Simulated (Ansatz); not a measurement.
Ansatz (a quantum-chemistry and plane-wave program) input (CCSD(T)/aug-cc-pVDZ):

Ansatz 0.2 input:
```yaml
crystal:
  periodic: [false, false, false]
  atoms:
    - {symbol: Br, position_ang: [2.09797720, -1.09284438, -0.34797026]}
    - {symbol: C, position_ang: [0.31394556, -0.22045958, -0.07405526]}
    - {symbol: C, position_ang: [0.23722658, 1.03941816, 0.40980417]}
    - {symbol: Se, position_ang: [-1.65015608, 1.32039931, 0.45166741]}
    - {symbol: C, position_ang: [-2.00624009, -0.41482562, -0.23105694]}
    - {symbol: C, position_ang: [-0.81459481, -1.03506135, -0.42851120]}
    - {symbol: H, position_ang: [-2.99133623, -0.81596647, -0.42076727]}
    - {symbol: H, position_ang: [-0.71458251, -2.04248660, -0.81405008]}
basis:
  gaussian:
    orbitals: aug-cc-pVDZ
total_charge: -1
magnetization: {spin_polarized: false}
correlation: {method: ccsd_t, electrons: outside_noble_gas}
output: {forces: true}
```

End of the output:

```
cycle  14  -22.63478326 eV  change   -9.9e-6 eV  update   3.8e-6
coupled cluster: 2.74 GiB planned
perturbative correction -1.19624116 eV, -0.0439610518 hartree
the calculation of the forces begins
1.44 GiB of device memory are held for the factors and their scratch space
Total energy: -139476.69880218 eV, -5125.6741402782 hartree
Atom 0 at     2.097977    -1.092844    -0.347970 Å, force    -0.064135     0.038497     0.012603 eV/Å
Atom 1 at     0.313946    -0.220460    -0.074055 Å, force     0.797903    -1.094861    -0.394661 eV/Å
Atom 2 at     0.237227     1.039418     0.409804 Å, force     0.255775     1.503503     0.589690 eV/Å
Atom 3 at    -1.650156     1.320399     0.451667 Å, force    -0.310173     0.390924     0.140022 eV/Å
Atom 4 at    -2.006240    -0.414826    -0.231057 Å, force    -0.729682     0.579075     0.197872 eV/Å
Atom 5 at    -0.814595    -1.035061    -0.428511 Å, force     0.516356    -0.714272    -0.257619 eV/Å
Atom 6 at    -2.991336    -0.815966    -0.420767 Å, force    -0.511333    -0.207526    -0.098205 eV/Å
Atom 7 at    -0.714583    -2.042487    -0.814050 Å, force     0.045290    -0.495340    -0.189702 eV/Å
Dipole moment:    -0.409190    -0.506769    -0.210166 e Å
```

It need not be the lowest isomer of its formula. Whether it binds its extra electron was not tested at this geometry.
